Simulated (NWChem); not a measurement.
System: C4H7N; SMILES C(=C)=CCN

Here is an NWChem input.

```
start job
memory heap 200 mb stack 900 mb global 1100 mb
geometry units angstroms noautoz
  C     -0.499233    -2.169028     0.000000
  C      0.272107    -1.099799     0.000000
  C      1.014282    -0.008898     0.000000
  C      0.445680     1.405628     0.000000
  N     -0.999500     1.547096     0.000000
  H     -0.830566    -2.643110    -0.940831
  H     -0.830566    -2.643110     0.940831
  H      2.117111    -0.108588     0.000000
  H      0.861780     1.945450     0.881475
  H      0.861780     1.945450    -0.881475
  H     -1.385039     1.047927     0.813566
  H     -1.385039     1.047927    -0.813566
end
basis spherical
  C library def2-svpd
  N library def2-svpd
  H library def2-svpd
end
dft
  xc b3lyp
  iterations 150
  mulliken
end
task dft energy
```

Structure relaxed at the PBE-D3(BJ)/def2-SVP level. B3LYP is NWChem's, with the RPA form of VWN correlation.

**Question.** What results follow from this input? (B3LYP/def2-SVPD.) Quantities: basis functions; energy (Ha); highest occupied level (eV); orbital gap (eV); dipole (D).

**Answer.** 
| Quantity | Result |
|---|---|
| number of basis functions | 156 |
| energy (Ha) | -211.18 |
| highest occupied level (eV) | -6.94 |
| orbital gap (eV) | 6.70 |
| dipole (D) | 1.07 |
